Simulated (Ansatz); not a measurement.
Nudged elastic band run: GeH₈OSi

The input (input.yaml):

```yaml
crystal:
  periodic: [false, false, false]
  atoms:
    - { symbol: Ge, position_ang: [-0.304536, 0.736049, -0.24667] }
    - { symbol: H, position_ang: [-0.733381, 1.147769, 1.190558] }
    - { symbol: H, position_ang: [1.140271, 1.183018, -0.558261] }
    - { symbol: H, position_ang: [-1.311416, 1.312741, -1.282358] }
    - { symbol: O, position_ang: [-0.235309, -1.068276, -0.398922] }
    - { symbol: H, position_ang: [-1.11743, -1.463367, -0.265976] }
    - { symbol: Si, position_ang: [1.191796, -3.028764, 1.531671] }
    - { symbol: H, position_ang: [-0.216998, -3.484556, 1.271036] }
    - { symbol: H, position_ang: [1.981827, -2.969538, 0.25869] }
    - { symbol: H, position_ang: [1.831952, -4.036955, 2.451364] }
    - { symbol: H, position_ang: [1.191924, -1.700321, 2.231569] }
basis:
  gaussian: { orbitals: def2-SVP }
hamiltonian:
  xc: pbe
neb:
  order_check: false
  images: 7
  f_tol: 0.05
  max_iterations: 60
  final_atoms:
    - { symbol: Ge, position_ang: [0.45547003, -0.44222598, -0.48531214] }
    - { symbol: H, position_ang: [-0.63593925, -0.11436039, 3.01695358] }
    - { symbol: H, position_ang: [1.56294287, 0.09620601, -1.42684449] }
    - { symbol: H, position_ang: [-0.03735422, 0.71029158, 0.44897402] }
    - { symbol: O, position_ang: [-0.86241178, -0.91862823, -1.63782749] }
    - { symbol: H, position_ang: [-1.60413273, -1.32610652, -1.1525992] }
    - { symbol: Si, position_ang: [1.19540737, -2.35048841, 0.78088806] }
    - { symbol: H, position_ang: [0.02319086, -2.99943952, 1.47087951] }
    - { symbol: H, position_ang: [1.82873413, -3.36220067, -0.13641438] }
    - { symbol: H, position_ang: [2.20009354, -1.93925841, 1.82659694] }
    - { symbol: H, position_ang: [-0.70730081, -0.72598946, 3.47740661] }
  initial_path:
    images:
      - { positions_ang: [[-0.304536, 0.736049, -0.24667], [-0.733381, 1.147769, 1.190558], [1.140271, 1.183018, -0.558261], [-1.311416, 1.312741, -1.282358], [-0.235309, -1.068276, -0.398922], [-1.11743, -1.463367, -0.265976], [1.191796, -3.028764, 1.531671], [-0.216998, -3.484556, 1.271036], [1.981827, -2.969538, 0.25869], [1.831952, -4.036955, 2.451364], [1.191924, -1.700321, 2.231569]] }
      - { positions_ang: [[-0.22602681, 0.55071475, -0.18908938], [-0.5479935, 0.86581728, 1.36378956], [1.22305857, 0.88149546, -0.55152877], [-1.16122475, 1.299046, -1.09924038], [-0.38512469, -1.16396246, -0.44598564], [-1.16136891, -1.57327654, -0.15173761], [1.13460802, -2.84153417, 1.35815931], [-0.15336085, -3.45236653, 1.07696303], [2.05049362, -2.86032827, 0.24637639], [1.65626324, -3.58402288, 2.41030881], [0.98937608, -1.49378264, 2.16468569]] }
      - { positions_ang: [[-0.14751763, 0.3653805, -0.13150876], [-0.362606, 0.58386555, 1.53702111], [1.30584613, 0.57997292, -0.54479655], [-1.0110335, 1.28535099, -0.91612276], [-0.53494039, -1.25964892, -0.49304928], [-1.20530782, -1.68318608, -0.03749923], [1.07742004, -2.65430433, 1.18464763], [-0.08972371, -3.42017705, 0.88289006], [2.11916025, -2.75111855, 0.23406277], [1.48057447, -3.13109076, 2.36925362], [0.78682815, -1.28724427, 2.09780238]] }
      - { positions_ang: [[-0.06900844, 0.18004625, -0.07392814], [-0.1772185, 0.30191383, 1.71025267], [1.3886337, 0.27845038, -0.53806432], [-0.86084225, 1.27165599, -0.73300514], [-0.68475608, -1.35533538, -0.54011292], [-1.24924673, -1.79309562, 0.07673916], [1.02023205, -2.4670745, 1.01113594], [-0.02608656, -3.38798758, 0.68881709], [2.18782687, -2.64190882, 0.22174916], [1.30488571, -2.67815864, 2.32819842], [0.58428023, -1.08070591, 2.03091907]] }
      - { positions_ang: [[0.00950075, -0.005288, -0.01634752], [0.008169, 0.01996211, 1.88348423], [1.47142127, -0.02307215, -0.53133209], [-0.710651, 1.25796098, -0.54988752], [-0.83457178, -1.45102184, -0.58717656], [-1.29318564, -1.90300516, 0.19097754], [0.96304407, -2.27984467, 0.83762426], [0.03755058, -3.3557981, 0.49474412], [2.2564935, -2.5326991, 0.20943555], [1.12919694, -2.22522652, 2.28714323], [0.38173231, -0.87416755, 1.96403576]] }
      - { positions_ang: [[0.12099307, -0.1145225, -0.13358867], [-0.15285806, -0.01361852, 2.16685157], [1.49430167, 0.00674739, -0.75521019], [-0.54232681, 1.12104363, -0.30017214], [-0.84153178, -1.31792344, -0.8498393], [-1.37092241, -1.7587805, -0.14491664], [1.0211349, -2.2975056, 0.82344021], [0.03396065, -3.26670846, 0.73877797], [2.14955366, -2.74007449, 0.12297307], [1.39692109, -2.15373449, 2.17200666], [0.10947403, -0.83712303, 2.34237848]] }
      - { positions_ang: [[0.23248539, -0.22375699, -0.25082983], [-0.31388513, -0.04719914, 2.4502189], [1.51718207, 0.03656693, -0.97908829], [-0.37400261, 0.98412628, -0.05045675], [-0.84849178, -1.18482504, -1.11250203], [-1.44865919, -1.61455584, -0.48081083], [1.07922572, -2.31516654, 0.80925616], [0.03037072, -3.17761881, 0.98281181], [2.04261381, -2.94744988, 0.03651058], [1.66464524, -2.08224246, 2.05687008], [-0.16278425, -0.80007851, 2.72072119]] }
      - { positions_ang: [[0.34397771, -0.33299149, -0.36807098], [-0.47491219, -0.08077976, 2.73358624], [1.54006247, 0.06638647, -1.20296639], [-0.20567842, 0.84720893, 0.19925863], [-0.85545178, -1.05172664, -1.37516476], [-1.52639596, -1.47033118, -0.81670502], [1.13731655, -2.33282747, 0.79507211], [0.02678079, -3.08852916, 1.22684566], [1.93567397, -3.15482528, -0.0499519], [1.93236939, -2.01075044, 1.94173351], [-0.43504253, -0.76303399, 3.0990639]] }
      - { positions_ang: [[0.45547003, -0.44222598, -0.48531214], [-0.63593925, -0.11436039, 3.01695358], [1.56294287, 0.09620601, -1.42684449], [-0.03735422, 0.71029158, 0.44897402], [-0.86241178, -0.91862823, -1.63782749], [-1.60413273, -1.32610652, -1.1525992], [1.19540737, -2.35048841, 0.78088806], [0.02319086, -2.99943952, 1.47087951], [1.82873413, -3.36220067, -0.13641438], [2.20009354, -1.93925841, 1.82659694], [-0.70730081, -0.72598946, 3.47740661]] }
```

Command:

```bash
$ ansatz run input.yaml --threads 2 --pin off --max-ram 3072MiB --backend cpu --events-out ev --progress --plain --runs-dir out
```

Output, in part (warnings, iteration lines, the closing report on the highest movable image, with atoms numbered from 0):

```
NEB end point (image 0): max|allowed force component| = 1.739e-2 eV/Å (the criterion of neb.relax_end_points is 1.000e-2)
NEB end point (image 8): max|allowed force component| = 2.736e-2 eV/Å (the criterion of neb.relax_end_points is 1.000e-2)
NEB iter   1: max|band force component| = 4.511e0 eV/Å  barrier→ = 5.4077 eV  barrier← = 5.2235 eV  Δτ_max = 0.2000 Å  (258 SCF iters)
NEB iter   2: max|band force component| = 1.697e0 eV/Å  barrier→ = 4.1948 eV  barrier← = 4.0106 eV  Δτ_max = 0.2000 Å  (215 SCF iters)
NEB iter   3: max|band force component| = 1.175e0 eV/Å  barrier→ = 3.4829 eV  barrier← = 3.2987 eV  Δτ_max = 0.2000 Å  (197 SCF iters)
NEB iter   4: max|band force component| = 1.021e0 eV/Å  barrier→ = 3.0750 eV  barrier← = 2.8908 eV  Δτ_max = 0.2000 Å  (198 SCF iters)
NEB iter   5: max|band force component| = 1.864e0 eV/Å  barrier→ = 2.6318 eV  barrier← = 2.4476 eV  Δτ_max = 0.1013 Å  (197 SCF iters)
NEB iter   6: max|band force component| = 8.408e-1 eV/Å  barrier→ = 2.3575 eV  barrier← = 2.1733 eV  Δτ_max = 0.2000 Å  (190 SCF iters)
NEB iter   7: max|band force component| = 6.003e-1 eV/Å  barrier→ = 1.8796 eV  barrier← = 1.6954 eV  Δτ_max = 0.1987 Å  (194 SCF iters)
NEB iter   8: max|band force component| = 1.225e0 eV/Å  barrier→ = 1.6886 eV  barrier← = 1.5045 eV  Δτ_max = 0.1001 Å  (195 SCF iters)
NEB iter   9: max|band force component| = 1.474e0 eV/Å  barrier→ = 1.5919 eV  barrier← = 1.4077 eV  CI = image 3  Δτ_max = 0.2000 Å  (191 SCF iters)
NEB iter  10: max|band force component| = 1.559e0 eV/Å  barrier→ = 1.7209 eV  barrier← = 1.5367 eV  CI = image 3  Δτ_max = 0.1952 Å  (189 SCF iters)
NEB iter  11: max|band force component| = 1.699e0 eV/Å  barrier→ = 1.7289 eV  barrier← = 1.5447 eV  CI = image 4  Δτ_max = 0.2000 Å  (201 SCF iters)
NEB iter  12: max|band force component| = 8.713e-1 eV/Å  barrier→ = 1.5565 eV  barrier← = 1.3723 eV  CI = image 4  Δτ_max = 0.2000 Å  (192 SCF iters)
NEB iter  13: max|band force component| = 1.054e0 eV/Å  barrier→ = 1.4146 eV  barrier← = 1.2304 eV  CI = image 4  Δτ_max = 0.2000 Å  (194 SCF iters)
NEB iter  14: max|band force component| = 1.435e0 eV/Å  barrier→ = 1.5389 eV  barrier← = 1.3547 eV  CI = image 3  Δτ_max = 0.2000 Å  (188 SCF iters)
NEB iter  15: max|band force component| = 1.296e0 eV/Å  barrier→ = 1.6123 eV  barrier← = 1.4281 eV  CI = image 3  Δτ_max = 0.2000 Å  (189 SCF iters)
NEB iter  16: max|band force component| = 2.034e0 eV/Å  barrier→ = 1.5190 eV  barrier← = 1.3348 eV  CI = image 3  Δτ_max = 0.1013 Å  (190 SCF iters)
NEB iter  17: max|band force component| = 2.442e0 eV/Å  barrier→ = 1.5641 eV  barrier← = 1.3799 eV  CI = image 3  Δτ_max = 0.1983 Å  (189 SCF iters)
NEB iter  18: max|band force component| = 2.727e0 eV/Å  barrier→ = 1.5205 eV  barrier← = 1.3363 eV  CI = image 3  Δτ_max = 0.1989 Å  (192 SCF iters)
NEB iter  19: max|band force component| = 2.871e0 eV/Å  barrier→ = 1.5665 eV  barrier← = 1.3824 eV  CI = image 3  Δτ_max = 0.1984 Å  (188 SCF iters)
NEB iter  20: max|band force component| = 2.706e0 eV/Å  barrier→ = 1.6724 eV  barrier← = 1.4882 eV  CI = image 4  Δτ_max = 0.2000 Å  (187 SCF iters)
NEB iter  21: max|band force component| = 2.085e0 eV/Å  barrier→ = 1.6585 eV  barrier← = 1.4743 eV  CI = image 3  Δτ_max = 0.1981 Å  (185 SCF iters)
NEB iter  22: max|band force component| = 2.117e0 eV/Å  barrier→ = 1.8751 eV  barrier← = 1.6909 eV  CI = image 3  Δτ_max = 0.1990 Å  (189 SCF iters)
NEB iter  23: max|band force component| = 2.033e0 eV/Å  barrier→ = 1.7993 eV  barrier← = 1.6151 eV  CI = image 3  Δτ_max = 0.1986 Å  (190 SCF iters)
NEB iter  24: max|band force component| = 1.968e0 eV/Å  barrier→ = 1.7996 eV  barrier← = 1.6154 eV  CI = image 3  Δτ_max = 0.1992 Å  (189 SCF iters)
NEB iter  25: max|band force component| = 1.995e0 eV/Å  barrier→ = 1.9308 eV  barrier← = 1.7466 eV  CI = image 3  Δτ_max = 0.1986 Å  (191 SCF iters)
NEB iter  26: max|band force component| = 1.853e0 eV/Å  barrier→ = 1.9043 eV  barrier← = 1.7202 eV  CI = image 3  Δτ_max = 0.1992 Å  (188 SCF iters)
NEB iter  27: max|band force component| = 1.808e0 eV/Å  barrier→ = 1.8692 eV  barrier← = 1.6850 eV  CI = image 3  Δτ_max = 0.1981 Å  (190 SCF iters)
NEB iter  28: max|band force component| = 1.860e0 eV/Å  barrier→ = 1.9783 eV  barrier← = 1.7942 eV  CI = image 3  Δτ_max = 0.2000 Å  (188 SCF iters)
NEB iter  29: max|band force component| = 2.092e0 eV/Å  barrier→ = 2.1500 eV  barrier← = 1.9659 eV  CI = image 3  Δτ_max = 0.1998 Å  (187 SCF iters)
NEB iter  30: max|band force component| = 1.896e0 eV/Å  barrier→ = 2.2691 eV  barrier← = 2.0849 eV  CI = image 3  Δτ_max = 0.1987 Å  (190 SCF iters)
NEB iter  31: max|band force component| = 1.819e0 eV/Å  barrier→ = 2.3768 eV  barrier← = 2.1926 eV  CI = image 3  Δτ_max = 0.1986 Å  (190 SCF iters)
NEB iter  32: max|band force component| = 1.910e0 eV/Å  barrier→ = 2.5436 eV  barrier← = 2.3594 eV  CI = image 3  Δτ_max = 0.1978 Å  (190 SCF iters)
NEB iter  33: max|band force component| = 1.771e0 eV/Å  barrier→ = 2.6815 eV  barrier← = 2.4973 eV  CI = image 3  Δτ_max = 0.1988 Å  (191 SCF iters)
NEB iter  34: max|band force component| = 1.635e0 eV/Å  barrier→ = 2.8140 eV  barrier← = 2.6299 eV  CI = image 3  Δτ_max = 0.1982 Å  (189 SCF iters)
NEB iter  35: max|band force component| = 1.443e0 eV/Å  barrier→ = 2.9142 eV  barrier← = 2.7300 eV  CI = image 3  Δτ_max = 0.1998 Å  (190 SCF iters)
NEB iter  36: max|band force component| = 1.308e0 eV/Å  barrier→ = 2.9613 eV  barrier← = 2.7771 eV  CI = image 3  Δτ_max = 0.2000 Å  (198 SCF iters)
NEB iter  37: max|band force component| = 1.047e0 eV/Å  barrier→ = 2.9218 eV  barrier← = 2.7376 eV  CI = image 3  Δτ_max = 0.2000 Å  (188 SCF iters)
NEB iter  38: max|band force component| = 1.044e0 eV/Å  barrier→ = 2.7954 eV  barrier← = 2.6112 eV  CI = image 3  Δτ_max = 0.2000 Å  (191 SCF iters)
NEB iter  39: max|band force component| = 1.158e0 eV/Å  barrier→ = 2.6374 eV  barrier← = 2.4532 eV  CI = image 3  Δτ_max = 0.1999 Å  (197 SCF iters)
NEB iter  40: max|band force component| = 9.909e-1 eV/Å  barrier→ = 2.4626 eV  barrier← = 2.2785 eV  CI = image 3  Δτ_max = 0.2000 Å  (187 SCF iters)
NEB iter  41: max|band force component| = 1.029e0 eV/Å  barrier→ = 2.5155 eV  barrier← = 2.3313 eV  CI = image 3  Δτ_max = 0.1010 Å  (193 SCF iters)
NEB iter  42: max|band force component| = 1.057e0 eV/Å  barrier→ = 2.3967 eV  barrier← = 2.2125 eV  CI = image 3  Δτ_max = 0.0989 Å  (181 SCF iters)
NEB iter  43: max|band force component| = 5.661e-1 eV/Å  barrier→ = 2.3437 eV  barrier← = 2.1595 eV  CI = image 3  Δτ_max = 0.1999 Å  (183 SCF iters)
NEB iter  44: max|band force component| = 1.603e0 eV/Å  barrier→ = 2.3567 eV  barrier← = 2.1725 eV  CI = image 3  Δτ_max = 0.1020 Å  (190 SCF iters)
NEB iter  45: max|band force component| = 5.609e-1 eV/Å  barrier→ = 2.3418 eV  barrier← = 2.1576 eV  CI = image 3  Δτ_max = 0.2000 Å  (185 SCF iters)
NEB iter  46: max|band force component| = 1.150e0 eV/Å  barrier→ = 2.3053 eV  barrier← = 2.1212 eV  CI = image 3  Δτ_max = 0.0982 Å  (191 SCF iters)
NEB iter  47: max|band force component| = 3.105e-1 eV/Å  barrier→ = 2.3031 eV  barrier← = 2.1189 eV  CI = image 3  Δτ_max = 0.0804 Å  (184 SCF iters)
NEB iter  48: max|band force component| = 1.698e-1 eV/Å  barrier→ = 2.2942 eV  barrier← = 2.1100 eV  CI = image 3  Δτ_max = 0.0483 Å  (172 SCF iters)
NEB iter  49: max|band force component| = 1.967e-1 eV/Å  barrier→ = 2.3030 eV  barrier← = 2.1188 eV  CI = image 3  Δτ_max = 0.0241 Å  (186 SCF iters)
NEB iter  50: max|band force component| = 2.316e-1 eV/Å  barrier→ = 2.2949 eV  barrier← = 2.1107 eV  CI = image 3  Δτ_max = 0.0121 Å  (171 SCF iters)
NEB iter  51: max|band force component| = 1.004e-1 eV/Å  barrier→ = 2.2927 eV  barrier← = 2.1085 eV  CI = image 3  Δτ_max = 0.0241 Å  (167 SCF iters)
NEB iter  52: max|band force component| = 7.152e-2 eV/Å  barrier→ = 2.2894 eV  barrier← = 2.1053 eV  CI = image 3  Δτ_max = 0.0482 Å  (174 SCF iters)
NEB iter  53: max|band force component| = 6.466e-2 eV/Å  barrier→ = 2.2849 eV  barrier← = 2.1007 eV  CI = image 3  Δτ_max = 0.0241 Å  (183 SCF iters)
NEB iter  54: max|band force component| = 4.980e-2 eV/Å  barrier→ = 2.2828 eV  barrier← = 2.0986 eV  CI = image 3  Δτ_max = 0.0000 Å  (368 SCF iters)
Total energy: -66543.89915838 eV, -2445.4431889955 hartree
Atom 0 at    -0.103694     0.062363    -0.350660 Å, force     0.026542    -0.008753     0.001999 eV/Å
Atom 1 at     1.688612    -0.555749     0.192097 Å, force     0.034630    -0.029031     0.039148 eV/Å
Atom 2 at    -1.243304     1.203618    -0.308931 Å, force    -0.001235    -0.013583     0.010895 eV/Å
Atom 3 at    -0.085815    -1.147805     0.953738 Å, force    -0.020462    -0.054651     0.000605 eV/Å
Atom 4 at    -0.580696    -0.860250    -1.833140 Å, force    -0.008451     0.011404     0.009885 eV/Å
Atom 5 at    -1.387691    -0.496104    -2.241815 Å, force     0.007443     0.002519    -0.018831 eV/Å
Atom 6 at     0.807093    -2.306062     1.943247 Å, force    -0.012152     0.031824     0.001315 eV/Å
Atom 7 at    -0.294008    -3.328388     1.797743 Å, force    -0.012424    -0.006786     0.027861 eV/Å
Atom 8 at     2.076095    -3.126670     2.027422 Å, force    -0.009677    -0.004565    -0.022139 eV/Å
Atom 9 at     0.661524    -1.569474     3.250371 Å, force     0.011022     0.005665    -0.009537 eV/Å
Atom 10 at     1.880584    -1.247679     0.752628 Å, force    -0.015237     0.065955    -0.041201 eV/Å
Dipole moment:    -0.214085     0.287244    -0.121855 e Å
```

The forces met the threshold. Neighbouring images differ by up to 2.2 eV, so the band resolves the path poorly. A vibrational analysis at the climbing image gives 2 clearly imaginary modes (803i, 76i cm⁻¹): a point of higher order, so a lower path passes nearby. The orbitals stay closed-shell, which can raise the energy where a bond breaks towards radicals; this wasn't checked here.

Final band (atoms are numbered from 1 in the order of the input):

```tsv
image	path coordinate (Å)	energy (kJ/mol)	Ge1–H2 (Å)	Si7–H11 (Å)	Ge1–Si7 (Å)
0	0.00	0.0	1.56	1.50	4.42
1	3.56	-0.2	1.54	1.50	4.34
2	7.13	8.7	1.56	1.50	4.27
3	10.69	220.3	1.97	1.92	3.42
4	13.30	66.0	2.79	2.63	2.44
5	15.91	18.0	3.63	3.59	2.41
6	18.51	18.0	3.68	3.78	2.41
7	21.12	18.2	3.70	4.15	2.41
8	23.73	17.8	3.68	3.68	2.41
```

Time of the run: 7 min on 2 threads of Intel(R) Xeon(R) Platinum 8488C (Sapphire Rapids) (shared host), peak memory 0.17 GiB.
